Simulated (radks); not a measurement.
The europium ion Eu5+, configuration [Kr] 4d10 4f5 5s2 5p5 (the NIST ground configuration).

Calculated with a radial shooting solver on a logarithmic mesh with Libxc functionals: scalar-relativistic Kohn-Sham, PBE, spin-polarised, spherical densities, finite nucleus; open shells are filled with parallel spins first (spin-orbit coupling, left out, can overturn this in heavy ions); Fermi nuclear charge, rms radius 5.1115 fm.

Energy parts (eV):
total: -294910.04
kinetic: 315923.42
electron-nucleus: -714840.90
Hartree: 110533.32
exchange-correlation: -6525.88

Orbitals (lengths in bohr, moments of r in powers of bohr; r(max) is where P^2 peaks):
| orbital | occ. | eigenvalue (eV) | r(max) |
|---|---|---|---|
| 1s up | 1 | -48431.58 | 0.01420 |
| 1s down | 1 | -48431.50 | 0.01420 |
| 2s up | 1 | -8011.728 | 0.08056 |
| 2s down | 1 | -8011.651 | 0.08056 |
| 2p up | 3 | -7146.182 | 0.06513 |
| 2p down | 3 | -7146.089 | 0.06513 |
| 3s up | 1 | -1819.674 | 0.2289 |
| 3s down | 1 | -1817.618 | 0.2288 |
| 3p up | 3 | -1550.250 | 0.2245 |
| 3p down | 3 | -1548.196 | 0.2244 |
| 3d up | 5 | -1189.625 | 0.1839 |
| 3d down | 5 | -1188.034 | 0.1838 |
| 4s up | 1 | -418.8967 | 0.5268 |
| 4s down | 1 | -414.0535 | 0.5267 |
| 4p up | 3 | -329.8869 | 0.5494 |
| 4p down | 3 | -325.0771 | 0.5493 |
| 4d up | 5 | -205.7289 | 0.5709 |
| 4d down | 5 | -200.9406 | 0.5707 |
| 5s up | 1 | -105.5520 | 1.193 |
| 5s down | 1 | -102.2014 | 1.201 |
| 5p up | 3 | -81.6208 | 1.323 |
| 5p down | 2 | -78.7972 | 1.336 |
| 4f up | 5 | -70.7761 | 0.5749 |
| 4f down | 0 | -66.1512 | 0.5761 |

The highest occupied level is 4f up at -70.776 eV. The density falls to 0.001 e/bohr^3 at r = 3.00 bohr. Summed over all electrons, <r^2> = 29.00 bohr^2, which gives a Langevin (diamagnetic) susceptibility term of -23 x 10^-6 cm^3/mol. For comparison, the ionisation energy in NIST's Atomic Spectra Database is 89 eV (theoretical). In exact Kohn-Sham theory the highest level is minus the ionisation energy, but local and semilocal functionals leave it too shallow, through self-interaction and a potential that decays too fast; potentials with the right tail come closer. The spin density at the nucleus is -1.00 e/bohr^3 (1s -0.57, 2s -0.52, 3s -11.99, 4s 2.18, 5s 9.90). The electron density at the nucleus is 6.058e+05 e/bohr^3 (large components only). Spin moment in Bohr magnetons: 6.
